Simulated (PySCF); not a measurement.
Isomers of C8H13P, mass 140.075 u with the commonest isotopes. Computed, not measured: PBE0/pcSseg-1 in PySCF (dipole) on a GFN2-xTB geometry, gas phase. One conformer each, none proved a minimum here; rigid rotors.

Task: Order these by out-of-plane moment Σ m c² = (Ia + Ib − Ic)/2, smallest first.
A. `[CH2:1]=[CH:2][C:3]1=[CH:4][CH2:5][CH2:6][P:7]1[CH2:8][CH3:9]` with C1–C2–C3–C4 -179°, C6–P7–C8–C9 85°, C3–C4–C5–C6 -13°, C4–C5–C6–P7 18°, C5–C6–P7–C8 80°, C2–C3–P7–C6 -171°
B. `[CH:1]1=[CH:2][P:3]1[CH:4]1[CH2:5][CH2:6][CH2:7][CH2:8][CH2:9]1` with C2–P3–C4–C5 112°, C1–C2–P3–C4 -94°, P3–C4–C5–C6 178°, C4–C5–C6–C7 -58°, C5–C6–C7–C8 57°
C. `[CH3:1][CH2:2][C:3]([CH3:4])=[C:5]=[P:6][CH:7]1[CH2:8][CH2:9]1` with C1–C2–C3–C4 -84°, C5–P6–C7–C8 -147°
D. `[CH:1]#[C:2][P:3]([CH:4]([CH3:5])[CH3:6])[CH:7]1[CH2:8][CH2:9]1` with C2–P3–C4–C5 -167°, C2–P3–C7–C8 -159°
E. `[CH:1]#[C:2][P:3]1[CH2:4][CH2:5][CH2:6][CH2:7][CH2:8][CH2:9]1` with C2–P3–C4–C5 -175°, P3–C4–C5–C6 -35°, C4–C5–C6–C7 -54°, C5–C6–C7–C8 101°

Result: D (30.30 u·Å²), E (37.00 u·Å²), B (39.82 u·Å²), A (52.22 u·Å²), C (57.73 u·Å²).

Task: Order these by radius of gyration √(Σ m r²/M), smallest first.
A. `[CH:1]#[C:2][P:3]([CH:4]([CH3:5])[CH3:6])[CH:7]1[CH2:8][CH2:9]1` with C2–P3–C4–C5 -167°, C2–P3–C7–C8 -159°
B. `[CH3:1][CH2:2][C:3]([CH3:4])=[C:5]=[P:6][CH:7]1[CH2:8][CH2:9]1` with C1–C2–C3–C4 -84°, C5–P6–C7–C8 -147°
C. `[CH:1]#[C:2][P:3]1[CH2:4][CH2:5][CH2:6][CH2:7][CH2:8][CH2:9]1` with C2–P3–C4–C5 -175°, P3–C4–C5–C6 -35°, C4–C5–C6–C7 -54°, C5–C6–C7–C8 101°
D. `[CH2:1]=[CH:2][C:3]1=[CH:4][CH2:5][CH2:6][P:7]1[CH2:8][CH3:9]` with C1–C2–C3–C4 -179°, C6–P7–C8–C9 85°, C3–C4–C5–C6 -13°, C4–C5–C6–P7 18°, C5–C6–P7–C8 80°, C2–C3–P7–C6 -171°
E. `[CH:1]1=[CH:2][P:3]1[CH:4]1[CH2:5][CH2:6][CH2:7][CH2:8][CH2:9]1` with C2–P3–C4–C5 112°, C1–C2–P3–C4 -94°, P3–C4–C5–C6 178°, C4–C5–C6–C7 -58°, C5–C6–C7–C8 57°

Result: D (2.138 Å), C (2.178 Å), A (2.223 Å), E (2.279 Å), B (2.648 Å).

Task: Order these by dipole moment, largest first.
A. `[CH:1]#[C:2][P:3]1[CH2:4][CH2:5][CH2:6][CH2:7][CH2:8][CH2:9]1` with C2–P3–C4–C5 -175°, P3–C4–C5–C6 -35°, C4–C5–C6–C7 -54°, C5–C6–C7–C8 101°
B. `[CH:1]#[C:2][P:3]([CH:4]([CH3:5])[CH3:6])[CH:7]1[CH2:8][CH2:9]1` with C2–P3–C4–C5 -167°, C2–P3–C7–C8 -159°
C. `[CH3:1][CH2:2][C:3]([CH3:4])=[C:5]=[P:6][CH:7]1[CH2:8][CH2:9]1` with C1–C2–C3–C4 -84°, C5–P6–C7–C8 -147°

Result: C (1.73 D), A (1.53 D), B (1.38 D).

```csv
SMILES,point group,Ia (u·Å²),Ib (u·Å²),Ic (u·Å²),κ,μa (D),μb (D),μc (D)
CCC(C)=C=PC1CC1,C1,166.08,873.70,924.31,-0.97,0.85,0.54,1.40
C=CC1=CCCP1CC,C1,302.80,389.47,587.83,0.08,0.40,0.99,1.25
C#CP(C(C)C)C1CC1,C1,304.60,417.79,661.79,0.00,0.16,0.55,1.26
C#CP1CCCCCC1,C1,205.20,496.32,627.52,-0.74,0.98,0.14,1.17
C1=CP1C1CCCCC1,C1,160.11,606.99,687.47,-0.92,0.30,0.73,1.25
```
